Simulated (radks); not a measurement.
Initial-state core-level shifts of the promethium ion Pm3+ when its valence configuration changes from [Xe] 4f4. Method: scalar-relativistic Kohn-Sham, SCAN, spin-polarised, spherical densities, finite nucleus; open shells are filled with parallel spins first (spin-orbit coupling, left out, can overturn this in heavy ions); meta-GGA in the generalised Kohn-Sham scheme; Fermi nuclear charge, rms radius 4.962 fm; computed with a radial shooting solver on a logarithmic mesh with Libxc functionals. Shifts are changes of the shell-averaged eigenvalues in eV (positive: less bound); the change of the density at the nucleus, which sets a Mossbauer isomer shift, is in e/bohr^3, on a base of 5.136e+05.

4f3 6p1: 2s -13.201; 3d -14.236; 4s -13.411; 4p -13.145; density at nucleus +36.97
4f2 6p2: 2s -27.591; 3d -29.831; 4s -27.771; 4p -27.175; density at nucleus +79.54
4f3 5d1: 2s -8.724; 3d -9.836; 4s -9.102; 4p -8.837; density at nucleus +29.86
4f3.5 5d0.5: 2s -4.259; 3d -4.795; 4s -4.465; 4p -4.339; density at nucleus +14.64
4f3.5 6p0.5: 2s -6.452; 3d -6.947; 4s -6.582; 4p -6.457; density at nucleus +17.78
4f2.5 5d0.5 6p1: 2s -17.979; 3d -19.638; 4s -18.311; 4p -17.890; density at nucleus +53.55
